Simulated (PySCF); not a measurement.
PySCF input for C2H3F2, SMILES C(F)(F)[CH2], multiplicity 2, TDA-PBE0/def2-SVPD. Geometry optimised at B3LYP-D3(BJ)/def2-SVP. The isomer is the one that the SMILES or the coordinates give; other isomers of the formula were not compared.

```python
import numpy as np
from pyscf import gto, scf, dft, tdscf

mol = gto.M(
    atom='''
    C     1.35110049   -0.29808464    0.23564484
    C    -0.11999813   -0.13703942    0.30105249
    F    -0.72148020   -0.73904046   -0.77681346
    F    -0.45327389    1.18201853    0.25539787
    H     1.92625882    0.39109265   -0.38687142
    H     1.82589069   -1.19003283    0.64793390
    H    -0.56597682   -0.57711808    1.21149399
    ''',
    basis='def2-SVPD',
    charge=0,
    spin=1,
    max_memory=1600,
    verbose=4,
)
mf = dft.UKS(mol, xc='pbe0').density_fit(auxbasis='def2-universal-jkfit')
mf.grids.level = 3
mf.conv_tol = 1e-9
mf.max_cycle = 100
mf.kernel()
fine, coarse = mf.grids, dft.Grids(mol).set(level=1).build(with_non0tab=True)
for _ in range(3):  # follow internal instabilities
    mf.grids = coarse
    mo, _, stable, _ = mf.stability(return_status=True, nroots=4)
    mf.grids = fine
    if stable:
        break
    mf.kernel(mf.make_rdm1(mo, mf.mo_occ))
mf.grids = dft.Grids(mol).set(level=1).build(with_non0tab=True)  # coarser grid for the response kernel
td = tdscf.TDA(mf)
td.nstates = 10
td.conv_tol = 1e-4
td.positive_eig_threshold = 1e-6
td.kernel(x0=td.get_init_guess(mf, 15))
td.analyze()
```

It prints:

```
PySCF version 2.14.0

[INPUT] verbose = 4
[INPUT] num. atoms = 7
[INPUT] num. electrons = 33
[INPUT] charge = 0
[INPUT] spin (= nelec alpha-beta = 2S) = 1
[INPUT] symmetry False subgroup None
[INPUT] Mole.unit = angstrom
[INPUT] Symbol           X                Y                Z      unit          X                Y                Z       unit  Magmom
[INPUT]  1 C      1.351100490000  -0.298084640000   0.235644840000 AA    2.553209892866  -0.563298331540   0.445304210267 Bohr   0.0
[INPUT]  2 C     -0.119998130000  -0.137039420000   0.301052490000 AA   -0.226763601160  -0.258966972069   0.568906755218 Bohr   0.0
[INPUT]  3 F     -0.721480200000  -0.739040460000  -0.776813460000 AA   -1.363399982296  -1.396584064373  -1.467964689276 Bohr   0.0
[INPUT]  4 F     -0.453273890000   1.182018530000   0.255397870000 AA   -0.856563511516   2.233691295861   0.482632027097 Bohr   0.0
[INPUT]  5 H      1.926258820000   0.391092650000  -0.386871420000 AA    3.640101614828   0.739057997830  -0.731081029222 Bohr   0.0
[INPUT]  6 H      1.825890690000  -1.190032830000   0.647933900000 AA    3.450433337493  -2.248836127941   1.224417617821 Bohr   0.0
[INPUT]  7 H     -0.565976820000  -0.577118080000   1.211493990000 AA   -1.069541182652  -1.090595112735   2.289391842657 Bohr   0.0

nuclear repulsion = 123.521516080508
number of shells = 46
number of NR pGTOs = 156
number of NR cGTOs = 110
basis = def2-SVPD
ecp = {}


[settings echo left out]
init E= -277.41846317745
  alpha nocc = 17  HOMO = -0.210269319535466  LUMO = 0.0213806219523756
  beta  nocc = 16  HOMO = -0.369941797467285  LUMO = -0.210269319535466

WARN: HOMO -0.210269319535466 >= LUMO -0.210269319535466

cycle= 1 E= -277.096628885203  delta_E= 0.322  |g|= 0.421  |ddm|= 2.08
  alpha nocc = 17  HOMO = -0.277530053660803  LUMO = 0.0222238812353566
  beta  nocc = 16  HOMO = -0.334267491672914  LUMO = -0.108218006030118
  HOMO = -0.277530053661  LUMO = -0.10821800603  gap/eV = 4.60722
cycle= 2 E= -277.034308507794  delta_E= 0.0623  |g|= 0.623  |ddm|= 0.791
  alpha nocc = 17  HOMO = -0.273945271602303  LUMO = 0.0338983817416603
  beta  nocc = 16  HOMO = -0.368947870299177  LUMO = -0.0962476475854666
  HOMO = -0.273945271602  LUMO = -0.0962476475855  gap/eV = 4.83540
cycle= 3 E= -277.160567294865  delta_E= -0.126  |g|= 0.0337  |ddm|= 0.44
  alpha nocc = 17  HOMO = -0.282337277156128  LUMO = 0.034154196491115
  beta  nocc = 16  HOMO = -0.366386121771847  LUMO = -0.0977351607680483
  HOMO = -0.282337277156  LUMO = -0.097735160768  gap/eV = 5.02328
cycle= 4 E= -277.160972466802  delta_E= -0.000405  |g|= 0.0169  |ddm|= 0.0505
  alpha nocc = 17  HOMO = -0.280218466918246  LUMO = 0.0342981354882186
  beta  nocc = 16  HOMO = -0.367951072719252  LUMO = -0.0933240165921183
  HOMO = -0.280218466918  LUMO = -0.0933240165921  gap/eV = 5.08566
cycle= 5 E= -277.161109588277  delta_E= -0.000137  |g|= 0.00473  |ddm|= 0.0219
  alpha nocc = 17  HOMO = -0.280829421087172  LUMO = 0.0342971701909991
  beta  nocc = 16  HOMO = -0.367618847809233  LUMO = -0.092929532014264
  HOMO = -0.280829421087  LUMO = -0.0929295320143  gap/eV = 5.11302
cycle= 6 E= -277.161120304497  delta_E= -1.07e-05  |g|= 0.00265  |ddm|= 0.00654
  alpha nocc = 17  HOMO = -0.28119269810012  LUMO = 0.0342749279388297
  beta  nocc = 16  HOMO = -0.367560867016249  LUMO = -0.0929805167112119
  HOMO = -0.2811926981  LUMO = -0.0929805167112  gap/eV = 5.12151
cycle= 7 E= -277.161123257261  delta_E= -2.95e-06  |g|= 0.000855  |ddm|= 0.00275
  alpha nocc = 17  HOMO = -0.281205534814661  LUMO = 0.0342592370724351
  beta  nocc = 16  HOMO = -0.367596365342099  LUMO = -0.0928628944319505
  HOMO = -0.281205534815  LUMO = -0.092862894432  gap/eV = 5.12506
cycle= 8 E= -277.161123785994  delta_E= -5.29e-07  |g|= 0.000125  |ddm|= 0.00147
  alpha nocc = 17  HOMO = -0.281165802227858  LUMO = 0.0342682504034153
  beta  nocc = 16  HOMO = -0.367566121937295  LUMO = -0.0928346059837621
  HOMO = -0.281165802228  LUMO = -0.0928346059838  gap/eV = 5.12475
cycle= 9 E= -277.161123799124  delta_E= -1.31e-08  |g|= 5.59e-05  |ddm|= 0.000268
  alpha nocc = 17  HOMO = -0.281182487072785  LUMO = 0.0342641273316757
  beta  nocc = 16  HOMO = -0.367580259512014  LUMO = -0.0928537776406606
  HOMO = -0.281182487073  LUMO = -0.0928537776407  gap/eV = 5.12469
cycle= 10 E= -277.161123800903  delta_E= -1.78e-09  |g|= 1.19e-05  |ddm|= 7.6e-05
  alpha nocc = 17  HOMO = -0.281179211818535  LUMO = 0.0342643197736359
  beta  nocc = 16  HOMO = -0.367577545253737  LUMO = -0.0928516905293031
  HOMO = -0.281179211819  LUMO = -0.0928516905293  gap/eV = 5.12465
cycle= 11 E= -277.161123801007  delta_E= -1.04e-10  |g|= 3.67e-06  |ddm|= 2.02e-05
  alpha nocc = 17  HOMO = -0.281180204589996  LUMO = 0.0342642561095325
  beta  nocc = 16  HOMO = -0.367578344313916  LUMO = -0.0928526791705679
  HOMO = -0.28118020459  LUMO = -0.0928526791706  gap/eV = 5.12465
Extra cycle  E= -277.161123801017  delta_E= -1e-11  |g|= 2.34e-06  |ddm|= 8.41e-06
converged SCF energy = -277.161123801017  <S^2> = 0.75447349  2S+1 = 2.0044685
tot grids = 28376
uhf_internal: lowest eigs of H = [0.38219385 0.46386464 0.50171412 0.53556922]
<class 'pyscf.df.df_jk.DFUKS'> wavefunction is stable in the internal stability analysis
tot grids = 28376
Overwritten attributes  positive_eig_threshold  of <class 'pyscf.tdscf.uks.TDA'>


******** <class 'pyscf.tdscf.uks.TDA'> for <class 'pyscf.df.df_jk.DFUKS'> ********
nstates = 10
deg_eia_thresh = 1.000e-03
wfnsym = None
conv_tol = 0.0001
eigh lindep = 1e-12
eigh level_shift = 0
eigh max_cycle = 100


Excitation energies (eV)
[5.36303347 6.6008395  6.93390046 7.38548856 7.58332266 7.69597655
 8.05396244 8.50644699 8.70336183 9.05709323]

** Excitation energies and oscillator strengths **
Excited State   1:      5.36303 eV    231.18 nm  f=0.0003
      16b ->   17b     -0.98339
Excited State   2:      6.60084 eV    187.83 nm  f=0.0004
      17a ->   18a     -0.12036
      12b ->   17b     -0.42546
      13b ->   17b     -0.28421
      14b ->   17b     -0.47628
      15b ->   17b      0.68452
Excited State   3:      6.93390 eV    178.81 nm  f=0.0229
      17a ->   18a     -0.96264
      17a ->   19a      0.19283
Excited State   4:      7.38549 eV    167.88 nm  f=0.0058
      14b ->   17b      0.84248
      15b ->   17b      0.50320
Excited State   5:      7.58332 eV    163.50 nm  f=0.0034
      17a ->   18a     -0.17895
      17a ->   19a     -0.81323
      17a ->   21a      0.11922
      17a ->   22a     -0.11568
      11b ->   17b      0.10483
      12b ->   17b     -0.26280
      13b ->   17b     -0.28558
      15b ->   17b     -0.30238
Excited State   6:      7.69598 eV    161.10 nm  f=0.0039
      17a ->   19a     -0.50594
      12b ->   17b      0.48861
      13b ->   17b      0.54343
      14b ->   17b     -0.15436
      15b ->   17b      0.38668
      16b ->   17b     -0.10362
Excited State   7:      8.05396 eV    153.94 nm  f=0.0051
      12b ->   17b      0.68074
      13b ->   17b     -0.70341
Excited State   8:      8.50645 eV    145.75 nm  f=0.0228
      17a ->   19a      0.12939
      17a ->   20a     -0.58516
      17a ->   21a      0.61260
      17a ->   22a     -0.47506
      13b ->   17b      0.10273
Excited State   9:      8.70336 eV    142.46 nm  f=0.0066
      17a ->   20a      0.77535
      17a ->   21a      0.41538
      17a ->   22a     -0.40941
      17a ->   23a      0.11718
Excited State  10:      9.05709 eV    136.89 nm  f=0.0297
      16a ->   18a      0.11310
      17a ->   21a      0.61060
      17a ->   22a      0.72532
      17a ->   23a     -0.10381
      17a ->   24a      0.13913

** Transition electric dipole moments (AU) **
state          X           Y           Z        Dip. S.      Osc.
  1         0.0395     -0.0008     -0.0196      0.0019      0.0003
  2        -0.0229      0.0421     -0.0117      0.0024      0.0004
  3        -0.1025     -0.2138     -0.2804      0.1348      0.0229
  4        -0.1616      0.0266     -0.0707      0.0318      0.0058
  5        -0.0953     -0.0699      0.0676      0.0185      0.0034
  6        -0.0154      0.1058      0.0960      0.0206      0.0039
  7        -0.1589     -0.0053     -0.0281      0.0261      0.0051
  8         0.3279     -0.0158     -0.0394      0.1093      0.0228
  9        -0.0169      0.0397      0.1712      0.0312      0.0066
 10         0.3625      0.0495      0.0038      0.1339      0.0297

** Transition velocity dipole moments (imaginary part, AU) **
state          X           Y           Z        Dip. S.      Osc.
  1        -0.0023      0.0124      0.0282      0.0010      0.0032
  2        -0.0066     -0.0095     -0.0104      0.0002      0.0007
  3        -0.0298     -0.0647     -0.0891      0.0130      0.0340
  4        -0.0214      0.0153     -0.0058      0.0007      0.0018
  5        -0.0178      0.0089      0.0399      0.0020      0.0048
  6        -0.0018      0.0088      0.0322      0.0011      0.0026
  7        -0.0316     -0.0038      0.0092      0.0011      0.0025
  8         0.0760     -0.0102     -0.0135      0.0061      0.0129
  9        -0.0026      0.0089      0.0349      0.0013      0.0027
 10         0.0798      0.0064      0.0023      0.0064      0.0129

** Transition magnetic dipole moments (imaginary part, AU) **
state          X           Y           Z
  1         0.0123      0.2288     -0.1449
  2        -0.7561     -0.0450      0.1472
  3        -0.0077     -0.4608      0.2643
  4        -0.0526      0.1007     -0.0679
  5        -0.1551      0.1835     -0.0151
  6         0.3740     -0.2862     -0.0122
  7         0.1766     -0.1258      0.0894
  8         0.0226     -0.0880     -0.0275
  9         0.0530      0.1379     -0.1704
 10         0.0866     -0.3222     -0.0479
```

The run converged.
